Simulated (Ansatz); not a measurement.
Ansatz (a first-principles code) input for In(All)(OH)2 (C₃H₇InO₂), SMILES [CH2](C=C)[In]([OH])[OH], B3LYP-D3(BJ)/def2-SVP. 

Ansatz 0.2 input:
```yaml
crystal:
  periodic: [false, false, false]
  atoms:
    - {symbol: In, position_ang: [0.29809977, 0.27385008, 0.39887070]}
    - {symbol: C, position_ang: [-0.12708258, -1.66057016, -0.72916903]}
    - {symbol: C, position_ang: [-1.43145473, -1.61011791, -1.38206140]}
    - {symbol: C, position_ang: [-1.60585118, -1.35595485, -2.67570647]}
    - {symbol: H, position_ang: [-0.05675301, -2.38891261, 0.07205772]}
    - {symbol: H, position_ang: [0.70325421, -1.75323674, -1.42434676]}
    - {symbol: H, position_ang: [-2.29356437, -1.79405470, -0.74892975]}
    - {symbol: H, position_ang: [-0.76831689, -1.17276168, -3.33117581]}
    - {symbol: H, position_ang: [-2.58367451, -1.34534365, -3.12561303]}
    - {symbol: O, position_ang: [1.34270212, 0.30044644, 2.06119781]}
    - {symbol: H, position_ang: [1.44193107, 1.20539246, 2.35822469]}
    - {symbol: O, position_ang: [-0.25380918, 2.11846561, -0.03580562]}
    - {symbol: H, position_ang: [-0.77457737, 2.23882424, -0.82639721]}
basis:
  gaussian:
    orbitals: def2-SVP
hamiltonian:
  xc: b3lyp
  dispersion: d3bj
relax: {f_tol: 0.002, max_steps: 200}
```

It prints:

```
WARN ansatz: RAYON_NUM_THREADS=1 ignored (pool sized by the plan → 1); use --threads N
Functional definition: B3LYP
integrals: 0.11 GiB planned
1529 factors; integrals over basis functions are off by at most 4.1e-4 eV
mean field: 0.68 GiB planned
mean field evaluation 1: about -12470.1979 eV, gradient 9.4e1 eV
mean field evaluation 2: about -12421.8064 eV, gradient 1.7e2 eV
mean field evaluation 4: about -12488.5589 eV, gradient 1.2e1 eV
mean field evaluation 8: about -12488.9849 eV, gradient 4.1e-1 eV
mean field evaluation 16: about -12488.9853 eV, gradient 1.6e-5 eV
mean field -12488.98530612 eV, -458.9617446615 hartree, gradient 1.6e-5 eV, S^2 0.000000; 0 other end points of the search recorded, 0 dependent functions left out
the calculation of the forces begins
reference -12488.98560313 eV, -458.9617555767 hartree; 31, 31 occupied and 100, 100 virtual orbitals, 1529 factors
relax step   1: F+E_penalty+E_count = -12489.45007427 eV  Δ(F+E_penalty+E_count) = +0.000e0 eV  max|allowed force component| = 1.397e0 eV/Å  Δτ_max = 0.0000 Å  (29 SCF iters, accepted)
these checks for a lower state are left out or cut short: starts, cluster_reference, orbital_swaps, neighbouring_geometries, increment
integrals: 0.11 GiB planned
1529 factors; integrals over basis functions are off by at most 4.3e-4 eV
mean field: 0.68 GiB planned
[...]
the calculation of the forces begins
reference -12489.11362968 eV, -458.9664604654 hartree; 31, 31 occupied and 100, 100 virtual orbitals, 1529 factors
relax step  11: F+E_penalty+E_count = -12489.57921367 eV  Δ(F+E_penalty+E_count) = -6.704e-5 eV  max|allowed force component| = 1.160e-2 eV/Å  Δτ_max = 0.0349 Å  (33 SCF iters, accepted)
these checks for a lower state are left out or cut short: starts, cluster_reference, orbital_swaps, neighbouring_geometries, increment
integrals: 0.11 GiB planned
1529 factors; integrals over basis functions are off by at most 4.5e-4 eV
mean field: 0.68 GiB planned
mean field -12489.11316943 eV, -458.9664435518 hartree, gradient 9.3e-6 eV, S^2 0.000000; 0 other end points of the search recorded, 0 dependent functions left out
the calculation of the forces begins
reference -12489.11346849 eV, -458.9664545417 hartree; 31, 31 occupied and 100, 100 virtual orbitals, 1529 factors
relax step  12: F+E_penalty+E_count = -12489.57927458 eV  Δ(F+E_penalty+E_count) = -6.091e-5 eV  max|allowed force component| = 1.506e-2 eV/Å  Δτ_max = 0.0341 Å  (33 SCF iters, accepted)
these checks for a lower state are left out or cut short: starts, cluster_reference, orbital_swaps, neighbouring_geometries, increment
integrals: 0.11 GiB planned
1529 factors; integrals over basis functions are off by at most 4.5e-4 eV
mean field: 0.68 GiB planned
mean field evaluation 96: about -12489.1132 eV, gradient 9.3e-6 eV
mean field -12489.11320567 eV, -458.9664448834 hartree, gradient 9.3e-6 eV, S^2 0.000000; 0 other end points of the search recorded, 0 dependent functions left out
the calculation of the forces begins
reference -12489.11350491 eV, -458.9664558804 hartree; 31, 31 occupied and 100, 100 virtual orbitals, 1529 factors
relax step  13: F+E_penalty+E_count = -12489.57932782 eV  Δ(F+E_penalty+E_count) = -5.324e-5 eV  max|allowed force component| = 1.684e-2 eV/Å  Δτ_max = 0.0204 Å  (33 SCF iters, accepted)
these checks for a lower state are left out or cut short: starts, cluster_reference, orbital_swaps, neighbouring_geometries, increment
integrals: 0.11 GiB planned
1529 factors; integrals over basis functions are off by at most 4.5e-4 eV
mean field: 0.68 GiB planned
mean field -12489.11352007 eV, -458.9664564373 hartree, gradient 9.4e-6 eV, S^2 0.000000; 0 other end points of the search recorded, 0 dependent functions left out
the calculation of the forces begins
reference -12489.11381952 eV, -458.9664674418 hartree; 31, 31 occupied and 100, 100 virtual orbitals, 1529 factors
relax step  14: F+E_penalty+E_count = -12489.57935787 eV  Δ(F+E_penalty+E_count) = -3.005e-5 eV  max|allowed force component| = 1.554e-2 eV/Å  Δτ_max = 0.0192 Å  (34 SCF iters, accepted)
these checks for a lower state are left out or cut short: starts, cluster_reference, orbital_swaps, neighbouring_geometries, increment
integrals: 0.11 GiB planned
1529 factors; integrals over basis functions are off by at most 4.5e-4 eV
mean field: 0.68 GiB planned
mean field -12489.11360993 eV, -458.9664597398 hartree, gradient 2.0e-5 eV, S^2 0.000000; 0 other end points of the search recorded, 0 dependent functions left out
the calculation of the forces begins
reference -12489.11390951 eV, -458.9664707490 hartree; 31, 31 occupied and 100, 100 virtual orbitals, 1529 factors
relax step  15: F+E_penalty+E_count = -12489.57939353 eV  Δ(F+E_penalty+E_count) = -3.567e-5 eV  max|allowed force component| = 7.443e-3 eV/Å  Δτ_max = 0.0069 Å  (24 SCF iters, accepted)
these checks for a lower state are left out or cut short: starts, cluster_reference, orbital_swaps, neighbouring_geometries, increment
integrals: 0.11 GiB planned
1529 factors; integrals over basis functions are off by at most 4.5e-4 eV
mean field: 0.68 GiB planned
mean field -12489.11358711 eV, -458.9664589010 hartree, gradient 5.0e-5 eV, S^2 0.000000; 0 other end points of the search recorded, 0 dependent functions left out
the calculation of the forces begins
reference -12489.11388668 eV, -458.9664699101 hartree; 31, 31 occupied and 100, 100 virtual orbitals, 1529 factors
relax step  16: F+E_penalty+E_count = -12489.57940770 eV  Δ(F+E_penalty+E_count) = -1.417e-5 eV  max|allowed force component| = 4.223e-3 eV/Å  Δτ_max = 0.0021 Å  (21 SCF iters, accepted)
these checks for a lower state are left out or cut short: starts, cluster_reference, orbital_swaps, neighbouring_geometries, increment
integrals: 0.11 GiB planned
1529 factors; integrals over basis functions are off by at most 4.6e-4 eV
mean field: 0.68 GiB planned
mean field -12489.11351894 eV, -458.9664563957 hartree, gradient 2.5e-5 eV, S^2 0.000000; 0 other end points of the search recorded, 0 dependent functions left out
the calculation of the forces begins
reference -12489.11381857 eV, -458.9664674070 hartree; 31, 31 occupied and 100, 100 virtual orbitals, 1529 factors
relax step  17: F+E_penalty+E_count = -12489.57932195 eV  Δ(F+E_penalty+E_count) = +8.575e-5 eV  max|allowed force component| = 6.821e-2 eV/Å  Δτ_max = 0.0048 Å  (24 SCF iters, rejected (line search))
these checks for a lower state are left out or cut short: starts, cluster_reference, orbital_swaps, neighbouring_geometries, increment
integrals: 0.11 GiB planned
1529 factors; integrals over basis functions are off by at most 4.6e-4 eV
mean field: 0.68 GiB planned
mean field -12489.11360210 eV, -458.9664594520 hartree, gradient 5.8e-5 eV, S^2 0.000000; 0 other end points of the search recorded, 0 dependent functions left out
the calculation of the forces begins
reference -12489.11390169 eV, -458.9664704617 hartree; 31, 31 occupied and 100, 100 virtual orbitals, 1529 factors
relax step  18: F+E_penalty+E_count = -12489.57941524 eV  Δ(F+E_penalty+E_count) = -7.541e-6 eV  max|allowed force component| = 1.012e-3 eV/Å  Δτ_max = 0.0023 Å  (22 SCF iters, accepted)
these checks for a lower state are left out or cut short: starts, cluster_reference, orbital_swaps, neighbouring_geometries, increment
integrals: 0.11 GiB planned
1529 factors; integrals over basis functions are off by at most 4.6e-4 eV
mean field: 0.68 GiB planned
mean field evaluation 128: about -12489.1137 eV, gradient 1.9e-5 eV
mean field -12489.11366789 eV, -458.9664618698 hartree, gradient 1.9e-5 eV, S^2 0.000000; 0 other end points of the search recorded, 0 dependent functions left out
the calculation of the forces begins
reference -12489.11396757 eV, -458.9664728827 hartree; 31, 31 occupied and 100, 100 virtual orbitals, 1529 factors
relax step  19: F+E_penalty+E_count = -12489.57942001 eV  Δ(F+E_penalty+E_count) = -4.770e-6 eV  max|allowed force component| = 2.672e-3 eV/Å  Δτ_max = 0.0059 Å  (24 SCF iters, accepted)
these checks for a lower state are left out or cut short: starts, cluster_reference, orbital_swaps, neighbouring_geometries, increment
integrals: 0.11 GiB planned
1529 factors; integrals over basis functions are off by at most 4.6e-4 eV
mean field: 0.68 GiB planned
mean field -12489.11375373 eV, -458.9664650242 hartree, gradient 1.5e-5 eV, S^2 0.000000; 0 other end points of the search recorded, 0 dependent functions left out
the calculation of the forces begins
reference -12489.11405352 eV, -458.9664760412 hartree; 31, 31 occupied and 100, 100 virtual orbitals, 1529 factors
relax step  20: F+E_penalty+E_count = -12489.57942373 eV  Δ(F+E_penalty+E_count) = -3.716e-6 eV  max|allowed force component| = 3.209e-3 eV/Å  Δτ_max = 0.0075 Å  (24 SCF iters, accepted)
these checks for a lower state are left out or cut short: starts, cluster_reference, orbital_swaps, neighbouring_geometries, increment
integrals: 0.11 GiB planned
1529 factors; integrals over basis functions are off by at most 4.6e-4 eV
mean field: 0.68 GiB planned
mean field -12489.11379491 eV, -458.9664665377 hartree, gradient 1.1e-5 eV, S^2 0.000000; 0 other end points of the search recorded, 0 dependent functions left out
the calculation of the forces begins
reference -12489.11409476 eV, -458.9664775570 hartree; 31, 31 occupied and 100, 100 virtual orbitals, 1529 factors
relax step  21: F+E_penalty+E_count = -12489.57942528 eV  Δ(F+E_penalty+E_count) = -1.557e-6 eV  max|allowed force component| = 1.392e-3 eV/Å  Δτ_max = 0.0046 Å  (24 SCF iters, accepted)
these checks for a lower state are left out or cut short: starts, cluster_reference, orbital_swaps, neighbouring_geometries, increment
integrals: 0.11 GiB planned
1529 factors; integrals over basis functions are off by at most 4.6e-4 eV
mean field: 0.68 GiB planned
mean field -12489.11379748 eV, -458.9664666320 hartree, gradient 4.7e-5 eV, S^2 0.000000; 0 other end points of the search recorded, 0 dependent functions left out
the calculation of the forces begins
reference -12489.11409735 eV, -458.9664776521 hartree; 31, 31 occupied and 100, 100 virtual orbitals, 1529 factors
relax step  22: F+E_penalty+E_count = -12489.57942589 eV  Δ(F+E_penalty+E_count) = -6.089e-7 eV  max|allowed force component| = 8.667e-4 eV/Å  Δτ_max = 0.0023 Å  (21 SCF iters, accepted)
integrals: 0.11 GiB planned
1529 factors; integrals over basis functions are off by at most 4.6e-4 eV
mean field: 0.68 GiB planned
mean field evaluation 160: about -12489.1138 eV, gradient 2.7e-3 eV
mean field -12489.11379748 eV, -458.9664666320 hartree, gradient 4.7e-5 eV, S^2 0.000000; 1 other end points of the search recorded, 0 dependent functions left out
the calculation of the forces begins
reference -12489.11409735 eV, -458.9664776521 hartree; 31, 31 occupied and 100, 100 virtual orbitals, 1529 factors
Total energy: -12489.57972576 eV, -458.9835891806 hartree
Atom 0 at     0.296163     0.229633     0.412794 Å, force     0.000009    -0.000043     0.000265 eV/Å
Atom 1 at    -0.134911    -1.629178    -0.665958 Å, force    -0.000616    -0.000285    -0.000428 eV/Å
Atom 2 at    -1.425922    -1.548834    -1.399949 Å, force     0.000207     0.000037     0.000262 eV/Å
Atom 3 at    -1.569510    -1.340149    -2.715895 Å, force     0.000064     0.000867     0.000240 eV/Å
Atom 4 at    -0.125325    -2.410764     0.107483 Å, force     0.000159     0.000033    -0.000328 eV/Å
Atom 5 at     0.726639    -1.779573    -1.334040 Å, force    -0.000163    -0.000093     0.000379 eV/Å
Atom 6 at    -2.331442    -1.656374    -0.788197 Å, force     0.000393    -0.000034    -0.000217 eV/Å
Atom 7 at    -0.703072    -1.225381    -3.376154 Å, force    -0.000348    -0.000285     0.000299 eV/Å
Atom 8 at    -2.557891    -1.282665    -3.178215 Å, force     0.000364    -0.000233    -0.000041 eV/Å
Atom 9 at     1.480256     0.311775     2.034617 Å, force     0.000210    -0.000439    -0.000323 eV/Å
Atom 10 at     1.562456     1.223591     2.349923 Å, force    -0.000271     0.000408    -0.000029 eV/Å
Atom 11 at    -0.371849     2.080321    -0.031524 Å, force    -0.000389     0.000329    -0.000440 eV/Å
Atom 12 at    -0.954687     2.083626    -0.803739 Å, force     0.000382    -0.000263     0.000362 eV/Å
Dipole moment:    -0.236465    -0.234909    -0.360208 e Å
```

The run converged.
